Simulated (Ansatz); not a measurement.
Ansatz (a first-principles code) job for selenium dioxide anion (O2Se), SMILES O=[Se]=O (connectivity only; charge and spin as stated), charge -1, multiplicity 2, PBE/def2-TZVPD. Geometry optimised at TPSSh-D3(BJ)/def2-SVPD. The spin state was assumed, not searched.

Ansatz 0.2 input:
```yaml
crystal:
  periodic: [false, false, false]
  atoms:
    - {symbol: O, position_ang: [0.00000000, -1.41215718, 0.63914702]}
    - {symbol: Se, position_ang: [0.00000000, -0.00000000, -0.30077507]}
    - {symbol: O, position_ang: [0.00000000, 1.41215720, 0.63914701]}
basis:
  gaussian:
    orbitals: def2-TZVPD
hamiltonian:
  xc: {name: PBE}
total_charge: -1
magnetization: {spin_polarized: true, initial_magnetization: 1}
```

Program output:

```
WARN ansatz: RAYON_NUM_THREADS=1 ignored (pool sized by the plan → 1); use --threads N
Functional definition: PBE
integrals: 0.05 GiB planned
791 factors; their error is unknown
mean field: 0.49 GiB planned
mean field evaluation 1: about -69428.7109 eV, gradient 3.2e1 eV
mean field evaluation 2: about -69402.5715 eV, gradient 9.0e1 eV
mean field evaluation 4: about -69432.1657 eV, gradient 3.0e0 eV
mean field evaluation 8: about -69432.1947 eV, gradient 2.9e-2 eV
mean field evaluation 16: about -69432.1829 eV, gradient 1.8e-5 eV
mean field -69432.18292768 eV, -2551.5856597684 hartree, gradient 1.8e-5 eV, S^2 0.752414; 0 other end points of the search recorded, 0 dependent functions left out
reference -69432.18297642 eV, -2551.5856615594 hartree; 26, 25 occupied and 111, 112 virtual orbitals, 791 factors
Total energy: -69432.18297642 eV, -2551.5856615594 hartree
```

Self-consistency was reached.

Cost: very roughly 3 core-seconds.
